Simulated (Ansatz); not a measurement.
A short molecular-dynamics run on GaH₅N₂O (`[NH2][Ga]([NH2])[OH]`).

```yaml
crystal:
  periodic: [false, false, false]
  atoms:
    - {symbol: N, position_ang: [0.039745, 1.555321, -0.880885]}
    - {symbol: Ga, position_ang: [0.239400, 0.005564, 0.039909]}
    - {symbol: N, position_ang: [-1.139454, -1.113283, 0.441867]}
    - {symbol: O, position_ang: [1.911729, -0.372254, 0.548953]}
    - {symbol: H, position_ang: [0.781798, 2.235273, -0.855350]}
    - {symbol: H, position_ang: [-0.857858, 2.003099, -0.957039]}
    - {symbol: H, position_ang: [-0.965004, -2.069477, 0.703013]}
    - {symbol: H, position_ang: [-2.017480, -1.034175, -0.044237]}
    - {symbol: H, position_ang: [2.007124, -1.210078, 1.003768]}
basis:
  gaussian: {orbitals: "6-31G*"}
hamiltonian: {xc: {name: revPBE}, dispersion: d3bjatm}
md: {timestep: 1 fs, n_steps: 50, ensemble: nvt_langevin, temperature: 500, initial_velocities: maxwell_boltzmann, friction: 0.01, seed: 497}
```

```sh
$ ansatz run in.yaml --threads 4 --pin off --events-out ev --progress --plain --max-ram 10444MiB
```

```csv
step,time (fs),potential energy (eV),kinetic (eV),T (K),conserved (eV)
0,0.0,-57475.1078,0.5170,444,–
1,1.0,-57475.0983,0.5041,433,–
2,2.0,-57475.0506,0.4518,388,–
3,3.0,-57474.9719,0.3737,321,–
4,4.0,-57474.8998,0.2989,257,–
5,5.0,-57474.8587,0.2436,209,–
6,6.0,-57474.8504,0.2482,213,–
7,7.0,-57474.8640,0.2975,256,–
8,8.0,-57474.8935,0.3380,291,–
9,9.0,-57474.9439,0.3849,331,–
10,10.0,-57475.0018,0.4479,385,–
11,11.0,-57475.0349,0.4983,428,–
12,12.0,-57475.0153,0.5094,438,–
13,13.0,-57474.9595,0.4524,389,–
14,14.0,-57474.9047,0.4259,366,–
15,15.0,-57474.8523,0.4022,346,–
16,16.0,-57474.8078,0.3544,305,–
17,17.0,-57474.7829,0.3509,302,–
18,18.0,-57474.7886,0.3142,270,–
19,19.0,-57474.8435,0.3601,310,–
20,20.0,-57474.9297,0.4265,367,–
21,21.0,-57475.0040,0.4674,402,–
22,22.0,-57475.0392,0.4979,428,–
23,23.0,-57475.0336,0.5417,466,–
24,24.0,-57474.9872,0.5096,438,–
25,25.0,-57474.9385,0.4335,373,–
26,26.0,-57474.9123,0.4140,356,–
27,27.0,-57474.8860,0.3535,304,–
28,28.0,-57474.8341,0.3086,265,–
29,29.0,-57474.7992,0.2628,226,–
30,30.0,-57474.8453,0.2990,257,–
31,31.0,-57474.9333,0.3944,339,–
32,32.0,-57474.9781,0.4538,390,–
33,33.0,-57474.9653,0.4870,419,–
34,34.0,-57474.9370,0.4893,421,–
35,35.0,-57474.9146,0.5129,441,–
36,36.0,-57474.8792,0.4742,408,–
37,37.0,-57474.8141,0.3925,337,–
38,38.0,-57474.7291,0.3066,264,–
39,39.0,-57474.6679,0.2550,219,–
40,40.0,-57474.6998,0.3548,305,–
41,41.0,-57474.7814,0.4276,368,–
42,42.0,-57474.8337,0.4421,380,–
43,43.0,-57474.8355,0.4912,422,–
44,44.0,-57474.8101,0.4491,386,–
45,45.0,-57474.7998,0.4258,366,–
46,46.0,-57474.8158,0.3725,320,–
47,47.0,-57474.8345,0.4059,349,–
48,48.0,-57474.8074,0.3676,316,–
49,49.0,-57474.7598,0.2792,240,–
50,50.0,-57474.7578,0.2788,240,–
```

Velocities are drawn at the set temperature; a run this short doesn't reach equilibrium.

Frames (Å, forces in eV/Å):

```xyz
9
time=0.0 fs
N     0.040    1.555   -0.881    0.037   -0.157   -0.391
Ga    0.239    0.006    0.040   -0.162   -0.073    0.009
N    -1.139   -1.113    0.442   -0.124    0.170    0.363
O     1.912   -0.372    0.549    0.741    0.736   -0.246
H     0.782    2.235   -0.855    0.425    0.368    0.065
H    -0.858    2.003   -0.957   -0.522    0.239    0.018
H    -0.965   -2.069    0.703    0.136   -0.547    0.109
H    -2.017   -1.034   -0.044   -0.479    0.055   -0.331
H     2.007   -1.210    1.004   -0.052   -0.792    0.405
9
time=2.0 fs
N     0.055    1.546   -0.875    0.788    0.839   -0.574
Ga    0.234    0.007    0.036    0.099   -0.602    0.442
N    -1.157   -1.120    0.447    0.764    0.507    0.472
O     1.925   -0.371    0.540    0.544   -0.028    0.107
H     0.804    2.256   -0.820   -0.448   -0.401    0.032
H    -0.854    1.974   -0.905   -0.561    0.423   -0.026
H    -0.887   -2.058    0.748   -0.709   -0.028   -0.370
H    -2.014   -0.958   -0.065   -0.346   -0.699   -0.059
H     2.009   -1.205    1.040   -0.130   -0.011   -0.023
9
time=4.0 fs
N     0.072    1.537   -0.871   -0.321    1.855   -0.773
Ga    0.229    0.007    0.033    0.307   -1.092    0.807
N    -1.175   -1.125    0.450    0.811    0.918    0.216
O     1.937   -0.371    0.530    0.334   -0.679    0.478
H     0.807    2.270   -0.786   -0.613   -0.600    0.018
H    -0.871    1.960   -0.859    0.577   -0.004   -0.058
H    -0.837   -2.047    0.768   -1.229    0.201   -0.663
H    -2.028   -0.914   -0.091    0.307   -1.244    0.424
H     2.011   -1.204    1.069   -0.174    0.644   -0.449
9
time=6.0 fs
N     0.089    1.530   -0.869   -1.463    1.684   -0.932
Ga    0.226    0.006    0.029    0.456   -1.499    1.071
N    -1.194   -1.128    0.453    1.010    1.793    0.057
O     1.950   -0.374    0.522   -0.003   -0.293    0.192
H     0.785    2.264   -0.758    0.173    0.021    0.103
H    -0.865    1.952   -0.818    0.834   -0.162   -0.153
H    -0.838   -2.025    0.770   -1.097   -0.495   -0.495
H    -2.030   -0.912   -0.105    0.183   -1.298    0.358
H     2.007   -1.186    1.074   -0.094    0.251   -0.200
9
time=8.0 fs
N     0.102    1.529   -0.871   -1.386    0.912   -1.048
Ga    0.224    0.004    0.026    0.525   -1.714    1.159
N    -1.212   -1.126    0.457    1.618    2.153    0.380
O     1.960   -0.377    0.515   -0.307    0.528   -0.417
H     0.765    2.260   -0.722    0.957    0.595    0.226
H    -0.827    1.944   -0.776   -0.103    0.123   -0.195
H    -0.885   -2.022    0.754   -0.640   -1.130   -0.198
H    -2.027   -0.954   -0.103   -0.674   -0.873   -0.302
H     2.000   -1.161    1.073    0.010   -0.596    0.396
9
time=10.0 fs
N     0.109    1.529   -0.875    0.209    1.686   -0.841
Ga    0.223    0.000    0.023    0.512   -1.828    1.138
N    -1.231   -1.117    0.463    1.981    0.851    0.918
O     1.968   -0.381    0.506   -0.439    0.298   -0.274
H     0.781    2.284   -0.676    0.131   -0.487   -0.008
H    -0.796    1.947   -0.743   -0.903    0.396   -0.145
H    -0.958   -2.061    0.729   -0.412   -0.202   -0.262
H    -2.040   -1.023   -0.101   -1.085   -0.341   -0.773
H     1.999   -1.151    1.092    0.006   -0.373    0.246
9
time=12.0 fs
N     0.118    1.530   -0.880    0.177    2.586   -0.482
Ga    0.224   -0.005    0.020    0.430   -1.868    1.022
N    -1.245   -1.104    0.474   -0.042   -0.744   -0.028
O     1.974   -0.382    0.497   -0.464   -0.492    0.368
H     0.804    2.295   -0.638   -0.436   -1.136   -0.228
H    -0.793    1.967   -0.721   -0.289    0.063   -0.235
H    -1.046   -2.108    0.695    0.043    0.916   -0.196
H    -2.098   -1.110   -0.118    0.614    0.263    0.169
H     2.000   -1.149    1.125   -0.034    0.411   -0.390
9
time=14.0 fs
N     0.127    1.536   -0.889   -0.950    2.121   -0.289
Ga    0.225   -0.011    0.018    0.311   -1.722    0.781
N    -1.259   -1.092    0.484   -1.444   -1.322   -0.781
O     1.977   -0.385    0.487   -0.486   -0.490    0.413
H     0.811    2.264   -0.611   -0.041   -0.554   -0.119
H    -0.800    1.980   -0.703    0.494   -0.265   -0.377
H    -1.140   -2.119    0.636    0.797    0.753    0.263
H    -2.135   -1.175   -0.126    1.347    1.086    0.523
H     2.002   -1.127    1.145   -0.028    0.392   -0.414
9
time=16.0 fs
N     0.132    1.545   -0.899   -1.632    0.481   -0.437
Ga    0.227   -0.018    0.017    0.143   -1.449    0.462
N    -1.275   -1.080    0.491   -1.192   -1.377   -0.602
O     1.980   -0.388    0.477   -0.510   -0.185    0.170
H     0.823    2.205   -0.588    0.746    0.582    0.236
H    -0.796    1.972   -0.701    0.474   -0.043   -0.332
H    -1.213   -2.113    0.577    1.374    0.289    0.687
H    -2.127   -1.198   -0.113    0.588    1.639   -0.049
H     2.002   -1.098    1.155    0.010    0.063   -0.136
9
time=18.0 fs
N     0.133    1.555   -0.910   -0.419   -0.140   -0.250
Ga    0.229   -0.026    0.016   -0.125   -1.164    0.226
N    -1.291   -1.072    0.494    0.470   -1.209    0.399
O     1.981   -0.390    0.470   -0.477   -0.112    0.110
H     0.871    2.158   -0.556    0.195    0.471    0.050
H    -0.778    1.970   -0.708   -0.054    0.426   -0.103
H    -1.241   -2.106    0.534    1.480    0.103    0.820
H    -2.099   -1.165   -0.091   -1.096    1.653   -1.199
H     2.002   -1.077    1.168    0.027   -0.028   -0.053
9
time=20.0 fs
N     0.131    1.561   -0.921    0.871    0.127    0.295
Ga    0.230   -0.034    0.015   -0.368   -0.839    0.073
N    -1.303   -1.067    0.498    0.500   -0.807    0.187
O     1.981   -0.393    0.461   -0.408   -0.072    0.072
H     0.927    2.124   -0.525   -0.987   -0.100   -0.475
H    -0.771    1.992   -0.712   -0.005    0.512    0.036
H    -1.222   -2.095    0.508    1.015    0.024    0.580
H    -2.109   -1.071   -0.110   -0.663    1.240   -0.773
H     2.003   -1.058    1.176    0.044   -0.085    0.005
9
time=22.0 fs
N     0.130    1.566   -0.927    0.640    0.033    0.450
Ga    0.231   -0.041    0.015   -0.615   -0.508   -0.029
N    -1.311   -1.065    0.503   -0.461   -0.188   -0.821
O     1.978   -0.392    0.449   -0.253   -0.177    0.182
H     0.954    2.083   -0.520   -1.066    0.080   -0.517
H    -0.765    2.031   -0.713    0.448    0.262    0.024
H    -1.171   -2.090    0.493    0.234    0.309    0.145
H    -2.133   -0.938   -0.153    1.007    0.211    0.631
H     1.998   -1.039    1.185    0.066   -0.021   -0.066
9
time=24.0 fs
N     0.129    1.568   -0.933   -0.589   -0.644    0.046
Ga    0.232   -0.049    0.014   -0.813   -0.181   -0.044
N    -1.322   -1.062    0.507   -0.170    0.473   -0.978
O     1.975   -0.392    0.438   -0.129   -0.073    0.033
H     0.934    2.049   -0.546    0.291    0.831    0.011
H    -0.740    2.080   -0.705    0.424    0.021   -0.029
H    -1.102   -2.084    0.485   -0.595    0.699   -0.277
H    -2.125   -0.792   -0.170    1.482   -0.957    1.127
H     1.995   -1.014    1.189    0.098   -0.169    0.109
9
time=26.0 fs
N     0.127    1.567   -0.937   -0.692   -0.686   -0.020
Ga    0.231   -0.057    0.014   -0.928    0.161    0.038
N    -1.335   -1.058    0.507    1.039    1.155   -0.192
O     1.972   -0.391    0.427    0.023   -0.177    0.123
H     0.929    2.046   -0.567    0.821    0.850    0.097
H    -0.698    2.136   -0.705    0.060   -0.135   -0.028
H    -1.051   -2.054    0.468   -1.023    0.303   -0.531
H    -2.074   -0.687   -0.148    0.614   -1.369    0.491
H     2.003   -0.992    1.196    0.086   -0.101    0.022
9
time=28.0 fs
N     0.128    1.565   -0.940    0.628   -0.153    0.327
Ga    0.228   -0.065    0.015   -0.818    0.547    0.107
N    -1.344   -1.054    0.505    2.682    1.151    1.408
O     1.971   -0.389    0.413    0.116   -0.372    0.344
H     0.956    2.071   -0.590    0.059    0.026   -0.318
H    -0.646    2.188   -0.716   -0.504   -0.079    0.059
H    -1.039   -2.019    0.436   -0.949   -0.563   -0.622
H    -2.006   -0.644   -0.115   -1.269   -0.621   -1.094
H     2.016   -0.979    1.199    0.055    0.065   -0.211
9
time=30.0 fs
N     0.133    1.564   -0.941    1.041    0.298    0.518
Ga    0.224   -0.073    0.017   -0.568    0.897    0.073
N    -1.346   -1.048    0.507    2.487    1.162    1.532
O     1.972   -0.390    0.403    0.096   -0.298    0.229
H     0.985    2.093   -0.631   -0.389   -0.488   -0.449
H    -0.615    2.225   -0.724   -0.520   -0.250    0.046
H    -1.062   -2.004    0.374   -0.716   -0.962   -0.579
H    -1.987   -0.635   -0.125   -1.483   -0.329   -1.263
H     2.028   -0.965    1.196    0.052   -0.028   -0.107
9
time=32.0 fs
N     0.144    1.568   -0.940    0.009    0.254    0.471
Ga    0.221   -0.081    0.018   -0.221    1.233   -0.132
N    -1.337   -1.040    0.514    0.302    0.946   -0.505
O     1.975   -0.394    0.394   -0.019    0.057   -0.283
H     0.994    2.097   -0.687    0.085   -0.260   -0.193
H    -0.611    2.246   -0.722   -0.035   -0.659   -0.070
H    -1.111   -2.015    0.290   -0.560   -0.234   -0.229
H    -2.026   -0.635   -0.173    0.336   -0.937    0.535
H     2.038   -0.941    1.189    0.102   -0.400    0.405
9
time=34.0 fs
N     0.153    1.575   -0.934   -0.388   -0.219    0.406
Ga    0.217   -0.090    0.019    0.257    1.525   -0.378
N    -1.327   -1.030    0.523   -1.286   -0.190   -1.997
O     1.979   -0.400    0.384   -0.097   -0.029   -0.169
H     1.014    2.097   -0.745    0.198   -0.085   -0.026
H    -0.614    2.238   -0.715    0.149   -0.565   -0.068
H    -1.190   -2.026    0.202   -0.167    0.650    0.405
H    -2.057   -0.650   -0.211    1.257   -0.774    1.553
H     2.052   -0.924    1.198    0.077   -0.313    0.275
9
time=36.0 fs
N     0.159    1.583   -0.925    0.465   -1.207    0.239
Ga    0.213   -0.099    0.019    0.724    1.794   -0.591
N    -1.320   -1.022    0.529   -1.608   -1.291   -2.125
O     1.984   -0.408    0.374   -0.154   -0.330    0.304
H     1.044    2.096   -0.808   -0.178   -0.124    0.049
H    -0.610    2.205   -0.714   -0.433    0.264    0.136
H    -1.278   -2.005    0.121    0.502    0.626    0.988
H    -2.044   -0.694   -0.197    0.670    0.278    1.221
H     2.063   -0.919    1.210    0.013   -0.011   -0.222
9
time=38.0 fs
N     0.164    1.592   -0.914    0.775   -1.851    0.149
Ga    0.208   -0.108    0.020    1.113    2.031   -0.719
N    -1.319   -1.016    0.530   -0.321   -1.852   -0.548
O     1.989   -0.415    0.366   -0.279   -0.393    0.390
H     1.059    2.100   -0.870   -0.367   -0.103    0.161
H    -0.615    2.180   -0.701   -0.669    0.717    0.205
H    -1.339   -1.962    0.078    0.997   -0.295    1.059
H    -2.014   -0.726   -0.137   -1.255    1.705   -0.375
H     2.069   -0.917    1.211    0.006    0.041   -0.323
9
time=40.0 fs
N     0.171    1.597   -0.901   -0.384   -1.549    0.362
Ga    0.206   -0.116    0.021    1.335    2.180   -0.759
N    -1.321   -1.015    0.530    0.181   -1.068    0.348
O     1.993   -0.423    0.361   -0.412   -0.270    0.138
H     1.061    2.105   -0.926   -0.257    0.017    0.267
H    -0.637    2.184   -0.674    0.279    0.179   -0.066
H    -1.364   -1.928    0.082    0.958   -1.327    0.529
H    -2.025   -0.692   -0.086   -1.744    1.944   -0.738
H     2.070   -0.908    1.209    0.043   -0.107   -0.081
9
time=42.0 fs
N     0.176    1.597   -0.887   -1.628   -1.280    0.604
Ga    0.204   -0.124    0.020    1.469    2.209   -0.755
N    -1.325   -1.015    0.532   -1.445    0.080   -0.743
O     1.998   -0.434    0.355   -0.459   -0.360    0.260
H     1.050    2.103   -0.979    0.134    0.233    0.292
H    -0.652    2.195   -0.650    1.069   -0.348   -0.322
H    -1.366   -1.942    0.112    0.505   -0.822    0.240
H    -2.093   -0.593   -0.047    0.357    0.305    0.664
H     2.083   -0.902    1.216   -0.002   -0.017   -0.241
9
time=44.0 fs
N     0.177    1.592   -0.870   -0.987   -1.255    0.447
Ga    0.203   -0.131    0.019    1.436    2.119   -0.671
N    -1.332   -1.014    0.532   -2.107    0.347   -1.214
O     1.999   -0.447    0.351   -0.461   -0.334    0.178
H     1.049    2.099   -1.023   -0.052    0.019    0.323
H    -0.626    2.200   -0.640    0.594   -0.114   -0.227
H    -1.347   -1.984    0.144   -0.048    0.525    0.259
H    -2.152   -0.483    0.013    1.669   -1.268    1.108
H     2.098   -0.898    1.218   -0.044   -0.040   -0.203
9
time=46.0 fs
N     0.181    1.584   -0.854    0.317   -1.419    0.060
Ga    0.203   -0.137    0.016    1.315    1.960   -0.499
N    -1.345   -1.012    0.529   -0.851   -0.104   -0.581
O     1.999   -0.460    0.347   -0.510   -0.140   -0.257
H     1.055    2.093   -1.059   -0.378   -0.333    0.405
H    -0.582    2.203   -0.635   -0.401    0.490    0.023
H    -1.322   -2.012    0.182   -0.513    1.240    0.223
H    -2.150   -0.436    0.109    1.051   -1.454    0.435
H     2.109   -0.888    1.213   -0.029   -0.240    0.191
9
time=48.0 fs
N     0.187    1.576   -0.837   -0.004   -1.105    0.054
Ga    0.202   -0.141    0.014    1.065    1.764   -0.281
N    -1.362   -1.013    0.526    2.010   -0.608    0.784
O     1.996   -0.473    0.346   -0.569    0.067   -0.778
H     1.048    2.074   -1.089   -0.067   -0.313    0.345
H    -0.552    2.231   -0.624   -0.383    0.263    0.012
H    -1.317   -1.993    0.212   -0.757    0.418   -0.092
H    -2.115   -0.442    0.212   -1.317   -0.021   -0.726
H     2.106   -0.876    1.213    0.023   -0.466    0.682
9
time=50.0 fs
N     0.191    1.566   -0.821   -1.281   -0.615    0.342
Ga    0.202   -0.144    0.012    0.754    1.519   -0.102
N    -1.371   -1.015    0.527    3.083    0.380    1.386
O     1.991   -0.487    0.347   -0.445   -0.220   -0.210
H     1.033    2.043   -1.093    0.743    0.050    0.090
H    -0.534    2.265   -0.604    0.129   -0.420   -0.126
H    -1.346   -1.961    0.232   -0.701   -1.237   -0.531
H    -2.128   -0.455    0.283   -2.200    0.729   -0.931
H     2.102   -0.879    1.233   -0.082   -0.185    0.082
```

It took 38 s on 4 threads of an Arm Neoverse V2 on a shared host, with 0.14 GiB of host memory at the peak.
